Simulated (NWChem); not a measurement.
The numbers come from NWChem runs, not from measurements. System: IIn, charge 0, spin multiplicity 1, at a geometry optimised with B3LYP/def2-SVP with def2 effective core potentials on In, I. The structure started from a generated list of species. Level: MP2/def2-TZVP with def2 effective core potentials on In, I, 8 core orbitals frozen.

The NWChem input:

```
start mol
memory heap 200 mb stack 900 mb global 1100 mb
geometry units angstroms nocenter noautoz
  In     0.000000     0.000000    -1.466047
  I      0.000000     0.000000     1.355402
  symmetry group C2v
end
basis spherical
  * library def2-tzvp
end
ecp
  In library def2-ecp
  I library def2-ecp
end
scf
  rhf
  nopen 0
  maxiter 100
  thresh 1e-7
  semidirect memsize 60000000 filesize 0
end
mp2
  freeze core 8
end
task mp2 energy
```

Part of the output:

```
             Northwest Computational Chemistry Package (NWChem) 7.3.0
             --------------------------------------------------------

                                NWChem Input Module
                                -------------------

 Scaling coordinates for geometry "geometry" by  1.889725989
 (inverse scale =  0.529177249)

 Turning off AUTOSYM since
 SYMMETRY directive was detected!

                             Geometry "geometry" -> ""
                             -------------------------

 Output coordinates in angstroms (scale by  1.889725989 to convert to a.u.)

  No.       Tag          Charge          X              Y              Z
 ---- ---------------- ---------- -------------- -------------- --------------
    1 In                  49.0000     0.00000000     0.00000000    -1.46604700
    2 I                   53.0000     0.00000000     0.00000000     1.35540200

 Effective nuclear repulsion energy (a.u.)     487.0806864318

            Nuclear Dipole moment (a.u.)
            ----------------------------
        X                 Y               Z
 ---------------- ---------------- ----------------
     0.0000000000     0.0000000000     0.0000056692

      Symmetry information
      --------------------

 Group name             C2v
 Group number             16
 Group order               4
 No. of unique centers     2

      Symmetry unique atoms

     1    2


 Summary of "ao basis" -> "" (spherical)
 ------------------------------------------------------------------------------
       Tag                 Description            Shells   Functions and Types
 ---------------- ------------------------------  ------  ---------------------
 *                         def2-tzvp                  on all atoms

 Summary of "ao basis" -> "ao basis" (spherical)
 ------------------------------------------------------------------------------
       Tag                 Description            Shells   Functions and Types
 ---------------- ------------------------------  ------  ---------------------
 In                        def2-tzvp                16       50   6s5p3d2f
[...]
     1   1 0 0      0.000000      0.000000      0.000000
     1   0 1 0     -0.000000      0.000000      0.000000
     1   0 0 1     -1.604006      0.000000      5.854490

     2   2 0 0    -36.972426      0.000000      0.000000
     2   1 1 0     -0.000000      0.000000      0.000000
     2   1 0 1     -0.000000      0.000000      0.000000
     2   0 2 0    -36.972426      0.000000      0.000000
     2   0 1 1      0.000000      0.000000      0.000000
     2   0 0 2    -39.293996      0.000000    325.191953

                   NWChem MP2 Semi-direct Energy/Gradient Module
                   ---------------------------------------------

  Basis functions       =    100
  Molecular orbitals    =    100
  Frozen core           =      8
  Frozen virtuals       =      0
  Active alpha occupied =     15
  Active beta occupied  =     15
  Active alpha virtual  =     77
  Active beta virtual   =     77
  Use MO symmetry       = T
  Use skeleton AO sym   = T

  AO/Fock/Back tols     =   1.0D-09  1.0D-09  1.0D-09

 GA uses MA = F    GA memory limited = T

 Available:
  local mem=  1.26D+08
 global mem=  1.44D+08
 local disk=  0.00D+00
  mp2_memr nvloc                    77
  nvloc new                    77
   1 passes of  15:        5242880                      78126                  19361579.
   1 passes of  15: M    126140416           G      144159200           F     120897536.

 Semi-direct pass number   1 of   1  for RHF alpha+beta  at        1.3s
  vrange nnbf                  4926
  mp2_eaftype                    73  avail_ma_in_mb                  1099
 EAF : mp2_eaftype filesize          73    9680789.
  mp2_eaf for mointskh                     73
Node 0 wrote     45.5 Mb in      0.0 s     Agg I/O rate:  4213.0 Mb/s
 Done moints_semi at        3.6s
  mp2_eaftype                    73  avail_ma_in_mb                  1026
 EAF : mp2_eaftype filesize          73    9680789.
  mp2_eaf for kh                    73
 Done maket at        3.7s
 Done multipass loop at        3.7s

          -------------------------------------------
          SCF energy                -485.965006499287
          Correlation energy          -0.757907852954
          Singlet pairs               -0.344407355516
          Triplet pairs               -0.413500497438
          Total MP2 energy          -486.722914352241
          -------------------------------------------

          ---------------------------------------------------
                    Spin Component Scaled (SCS) MP2
          Same spin pairs                     -0.275666998292
          Same spin scaling factor             0.333333333333
          Opposite spin pairs                 -0.482240854662
          Opposite spin scaling fact.          1.200000000000
          SCS-MP2 correlation energy          -0.670578025025
          Total SCS-MP2 energy              -486.635584524312
          ---------------------------------------------------

 -----------------------
 Performance information
 -----------------------

 Timer overhead =  1.23D-07 seconds/call

               Nr. of calls         CPU time (s)                 Wall time (s)                GFlops
             ---------------    -------------------     ------------------------------   -------------------
Name         Min   Avg   Max    Min     Avg     Max     Min     Avg     Max   Mx/calls   Min     Max     Sum
mp2: moin     1     1     1    2.3     2.3     2.3      2.3     2.3     2.3     2.3      0.0     0.0     0.0
mp2: make     1     1     1   0.11    0.11    0.11     0.11    0.11    0.11    0.11      0.0     0.0     0.0
mp2: tota     1     1     1    2.5     2.5     2.5      2.5     2.5     2.5     2.5      0.0     0.0     0.0

 The average no. of pstat calls per process was 3.00D+00
 with a timing overhead of 3.70D-07s

 Task  times  cpu:        3.7s     wall:        3.7s

 Total times  cpu:        3.7s     wall:        3.7s
```
